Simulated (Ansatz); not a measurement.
One change: `NC(N)S` becomes `N[SiH](N)S`.

Ansatz, PBE0-D4/def2-TZVP geometries, multiplicity 1. Each molecule was computed in one conformer, which needn't be the lowest.

```json
{"property": "HOMO energy (PBE/def2-TZVPP) / eV", "`NC(N)S`": "-5.49"}
{"property": "HOMO–LUMO gap (ωB97M-V/def2-TZVPP) / eV", "`NC(N)S`": "11.00"}
{"property": "LUMO energy (PBE/def2-TZVPP) / eV", "`NC(N)S`": "-0.62"}
{"property": "HOMO energy (B3LYP/def2-TZVPP) / eV", "`NC(N)S`": "-6.56"}
{"property": "size of the dipole moment (B3LYP/def2-TZVPP) / D", "`NC(N)S`": "2.27"}
{"property": "HOMO energy (PBE0/def2-TZVPP) / eV", "`NC(N)S`": "-6.79"}
```

What does the change do to each property? (Estimate.)

The calculation gave: 
| property | `N[SiH](N)S` | shift |
| --- | --- | --- |
| HOMO energy (PBE/def2-TZVPP) / eV | -5.78 | -0.29 |
| HOMO–LUMO gap (ωB97M-V/def2-TZVPP) / eV | 11.52 | 0.52 |
| LUMO energy (PBE/def2-TZVPP) / eV | -0.25 | 0.37 |
| HOMO energy (B3LYP/def2-TZVPP) / eV | -6.80 | -0.24 |
| size of the dipole moment (B3LYP/def2-TZVPP) / D | 1.50 | -0.77 |
| HOMO energy (PBE0/def2-TZVPP) / eV | -7.06 | -0.27 |

With PBE0 the HOMO falls by 0.27 eV and the LUMO rises by 0.35 eV, so the gap widens by about 0.62 eV. PBE moves the HOMO by -0.29 eV and ωB97M-V by -0.22 eV. Dipoles are sizes alone; their direction can turn.

B3LYP here is the variant with VWN-RPA as its local correlation; programs differ in this.
